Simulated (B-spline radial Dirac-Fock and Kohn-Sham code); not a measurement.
# Subshell cross sections of Sr⁶⁺, photon energy 2990 eV

System: strontium as Sr⁶⁺, [Ar] 3d10 4s2 4p2.

Method: a relativistic central-field model (Hartree-Slater potential of the initial state, Latter tail, multipole expansion of the photon field, Dirac-Fock thresholds). Computed with a radial B-spline solver. The asymmetry parameter β is from the dipole term alone. Kinetic energies are from the vacuum level. Open shells are spread statistically over j, without multiplet splitting.

The last column is dσ/dΩ = σ/(4π) · [1 + β P₂(cos θ)] at θ = 0° from the polarisation vector of linearly polarised light.

```csv
subshell,electrons,binding (eV),kinetic (eV),σ (kb),β,dσ/dΩ (kb/sr)
L1 (2s),2,2322.9,667.1,37.6,2.00,8.98
L2 (2p1/2),2,2109.1,880.9,53.3,1.43,10.3
L3 (2p3/2),4,2041.8,948.2,100,1.46,19.6
M1 (3s),2,459.2,2530.8,7.28,2.00,1.74
M2 (3p1/2),2,380.3,2609.7,6.45,1.49,1.28
M3 (3p3/2),4,369.7,2620.3,12.1,1.52,2.42
M4 (3d3/2),4,232.4,2757.6,2.66,0.95,0.414
M5 (3d5/2),6,230.7,2759.3,3.83,0.93,0.587
N1 (4s),2,123.3,2866.7,1.31,2.00,0.312
N2 (4p1/2),0.67,103.8,2886.2,0.337,1.48,0.0664
N3 (4p3/2),1.33,102.2,2887.8,0.637,1.51,0.127
```

Branching ratios of the spin-orbit partners (statistical value in brackets): 2p 1.88 (2.00), 3p 1.88 (2.00), 3d 1.44 (1.50), 4p 1.89 (2.00).
